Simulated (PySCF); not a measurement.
```xyz
3
charge 0 multiplicity 3, angstrom
O     0.0000    0.0000   -1.2604
Pt    1.3106    0.0000    0.0522
Pt   -1.3106    0.0000    0.0522
```

All numbers come from PySCF, UPBE0, basis O def2-TZVP, Pt def2-TZVP with ECP60 (scalar-relativistic core potentials, no spin–orbit coupling, density fitting).

This geometry of Pt₂O is a stationary point at this level.

**Question.** What is the point group?

**Answer.** C2v.

**Question.** Is it a minimum?

**Answer.** Yes: all harmonic wavenumbers are real.

**Question.** List the harmonic modes with their infrared intensities.

**Answer.** 
| symmetry | ω (cm⁻¹) | IR (km/mol) |
| --- | --- | --- |
| a1 | 141 | 0.9 |
| b2 | 518 | 1.5 |
| a1 | 653 | 24.0 |

**Question.** Give the ideal-gas entropy at 298.15 K and 1 bar by parts.

**Answer.** translation 183.8, rotation 110.6, vibration 15.8, spin 9.1; total 319.3 J/(mol K).

In C2v the vibrations span 2a1 + b2. Here b1 is antisymmetric to the molecular plane and b2 lies in it.

This need not be the most stable arrangement of these atoms. Open d and f shells are described by one determinant, and the ground state may have another occupation or spin. No spin–orbit coupling is included, which matters more the heavier the element.
